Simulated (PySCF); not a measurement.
Compound: C6H11PS.
Structure used (GFN2-xTB), in Å, numbered top down from 1:
```xyz
19
C6H11PS angstrom
C      2.495   -0.178   -0.609
C      1.146    0.207   -0.101
C      0.473    1.302   -0.433
C     -0.864    1.516    0.204
P     -1.294   -0.160    0.870
C     -2.012   -1.037   -0.574
S     -2.327   -0.286    2.504
C      0.476   -0.702    0.893
H      2.886    0.578   -1.285
H      2.442   -1.129   -1.139
H      3.188   -0.301    0.223
H      0.852    2.041   -1.122
H     -0.808    2.223    1.038
H     -1.621    1.882   -0.493
H     -3.005   -0.627   -0.759
H     -2.111   -2.092   -0.320
H     -1.385   -0.917   -1.455
H      0.585   -1.760    0.647
H      0.874   -0.549    1.902
```

Definitions: NICS(0) = −σiso at the ring centroid; NICS(1) = −σiso and NICS(1)zz = −σzz at ±1 Å along the ring normal z. Level: GIAO PBE0/pcSseg-1 (PySCF, non-relativistic, gas phase) on the GFN2-xTB geometry, one conformer.

Ring bond lengths (Å), with Mayer bond orders in brackets: C2–C3 1.327 (1.84), C3–C4 1.497 (1.02), C4–P5 1.853 (0.88), P5–C8 1.851 (0.87), C8–C2 1.504 (1.01).

Q: Give the NICS values of each ring in ppm.

A: 
```json
{"ring": "C2–C3–C4–P5–C8", "type": "5-membered ring with P; formal bonds 1 double, 4 single", "NICS(0)": "-3.1", "NICS(1), two faces": "-4.9 / -1.9", "NICS(1)zz, two faces": "-3.8 / 0.2", "rms pucker (Å)": "0.13", "centre to ring atoms, mean (Å)": "1.35"}
```

Q: What can be read from them?

A: 
- C2–C3–C4–P5–C8: mean NICS(1)zz -1.8 ppm, near zero. C4, P5, C8 have four or more neighbours, and the NICS criterion for π rings isn't applied. The two faces differ by 4.0 ppm, so no symmetry operation interchanges them.

Q: How shielded are the nuclei of the rings and their hydrogens (means over atoms taken as equivalent)?

A: 
| atoms | environment | σ isotropic (ppm) | principal values of the symmetric part, first atom (ppm) |
| --- | --- | --- | --- |
| C2 | fully substituted alkene carbon | 41.0 | -69.3, 51.5, 140.9 |
| C3 | alkene CH carbon | 58.4 | -40.7, 82.1, 133.6 |
| C4 | sp3 carbon bound to phosphorus | 141.1 | 116.2, 138.5, 168.4 |
| P5 | phosphorus bonded to 3 C and S | 270.3 | 145.0, 244.3, 421.6 |
| C8 | sp3 carbon bound to phosphorus | 138.5 | 113.4, 133.0, 169.1 |
| H12 | vinylic hydrogen | 26.06 | 23.5, 26.4, 28.2 |
| H13 | methylene hydrogen | 28.93 | 25.4, 27.6, 33.8 |
| H14 | methylene hydrogen | 29.24 | 26.2, 27.7, 33.9 |
| H18 | methylene hydrogen | 29.53 | 26.5, 29.1, 32.9 |
| H19 | methylene hydrogen | 29.09 | 25.4, 28.5, 33.3 |
